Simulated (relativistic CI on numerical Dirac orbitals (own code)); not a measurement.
**How well does a small relativistic CI reproduce Ag II?**

Method of calculation: Dirac-Coulomb-Breit CI, separate exchange-only KLI orbitals for each configuration, model QED, valence Slater integrals scaled by 0.85, configuration energies shifted to the measured levels that pair with them (semi-empirical) (own radial code, finite nucleus).

CI space (outside the closed core [Kr]): 4d10, 4d9 5s, 4d9 5p, 4d8 5s2, 4d9 6s, 4d9 5d, 4d9 6p, 4d9 4f, 4d8 5s 5p, 4d9 6d, 4d9 5f, 4d9 5g, 4d9 6f, 4d9 6g, 4d8 5s 6s. Levels of other configurations are missing.

| Configuration | Term (tabulated) | J | Measured (cm⁻¹) | Computed | Error | Purity (%) |
| --- | --- | --- | --- | --- | --- | --- |
| 4d10 | 1S | 0 | 0.0 | 0 | 0 | 100 |
| 4d9 5s | 3D | 3 | 39168.0 | 39125 | -43 | 100 |
| 4d9 5s | 3D | 2 | 40745.3 | 40788 | 43 | 83 |
| 4d9 5s | 3D | 1 | 43742.7 | 43509 | -234 | 100 |
| 4d9 5s | 1D | 2 | 46049.0 | 46342 | 293 | 82 |
| 4d9 5p | 3P° | 2 | 80176.4 | 80239 | 63 | 94 |
| 4d9 5p | 3F° | 3 | 82171.7 | 82702 | 530 | 60 |
| 4d9 5p | 3P° | 1 | 83625.5 | 83390 | -235 | 91 |
| 4d9 5p | 3F° | 4 | 83669.6 | 83648 | -21 | 99 |
| 4d9 5p | 3F° | 2 | 85200.7 | 85413 | 212 | 57 |
| 4d9 5p | 3P° | 0 | 86140.1 | 85655 | -486 | 99 |
| 4d9 5p | 3D° | 3 | 86460.6 | 86482 | 21 | 72 |
| 4d9 5p | 1P° | 1 | 89895.5 | 90916 | 1020 | 89 |
| 4d9 5p | 3D° | 1 | 90334.8 | 90213 | -122 | 87 |
| 4d9 5p | 3D° | 2 | 90887.8 | 90773 | -115 | 61 |

Measured levels from NIST Handbook of Basic Atomic Spectroscopic Data (Sansonetti and Martin, J. Phys. Chem. Ref. Data 34, 1559 (2005)); pairs were made by configuration, J and term (by order where the table uses no LS term), so strongly mixed levels may be paired wrongly.

Mean error by configuration (cm⁻¹): 4d9 5s 15; 4d9 5p 87. Over the excited levels the mean absolute error is 246 cm⁻¹ (14 of the 16 excited levels that our extract of the source holds in range could be paired, and the others can miss by more), and the median relative error of those above 1,000 cm⁻¹ is 0.19 %, both after the shifts were fitted to these levels, so that a configuration with one level shows no error.

Transition probabilities of persistent lines. The last column rescales the computed rate by the cube of measured over computed energy:

| λ measured (Å) | Lower | Upper | A tabulated (s⁻¹) | A computed | A rescaled |
| --- | --- | --- | --- | --- | --- |
| 1106.99 vacuum | 4d10 1S_0 | 4d9 5p 3D°_1 | 6.93e+08 | 8.06e+07 | 8.10e+07 |
| 1112.40 vacuum | 4d10 1S_0 | 4d9 5p 1P°_1 | 7.71e+08 | 1.42e+09 | 1.37e+09 |
| 1195.81 vacuum | 4d10 1S_0 | 4d9 5p 3P°_1 | 5.70e+07 | 5.55e+07 | 5.60e+07 |
| 2113.82 air | 4d9 5s 3D_3 | 4d9 5p 3D°_3 | 3.26e+08 | 3.79e+08 | 3.78e+08 |
| 2246.41 air | 4d9 5s 3D_3 | 4d9 5p 3F°_4 | 3.91e+08 | 4.81e+08 | 4.80e+08 |
| 2248.75 air | 4d9 5s 3D_2 | 4d9 5p 3F°_2 | 2.95e+08 | 3.35e+08 | 3.31e+08 |
| 2279.98 air | 4d9 5s 1D_2 | 4d9 5p 1P°_1 | 1.39e+08 | 4.71e+08 | 4.48e+08 |
| 2324.67 air | 4d9 5s 3D_3 | 4d9 5p 3F°_3 | 7.20e+07 | 9.67e+07 | 9.29e+07 |
| 2331.37 air | 4d9 5s 3D_2 | 4d9 5p 3P°_1 | 2.54e+08 | 3.59e+08 | 3.66e+08 |
| 2413.19 air | 4d9 5s 3D_2 | 4d9 5p 3F°_3 | 2.21e+08 | 2.89e+08 | 2.79e+08 |
| 2437.78 air | 4d9 5s 3D_3 | 4d9 5p 3P°_2 | 2.88e+08 | 3.57e+08 | 3.54e+08 |

Configurations whose levels could be paired with our table of measured levels were shifted onto them, all but the ground configuration, by the median error of their levels; single terms can still be off by 1,000 to 2,000 cm⁻¹ or more, and rates follow the energies as ν³ (E1, M1) or ν⁵ (E2). The others borrow a shift and can be off by several thousand cm⁻¹ or more. The fine structure of a lone outer electron comes out too small, for d and f at times inverted, and misplaced configurations move strength between like terms. 14 of the 16 excited levels that our extract of the measured tables holds in this range could be paired (the sources list more); they are missed by 246 cm⁻¹ on average and 1020 at most, after the shifts were fitted to these levels, and levels without a partner can miss by more.

Shifts applied (cm⁻¹): 4d10 0; 4d9 5s -964; 4d9 5p 2379.
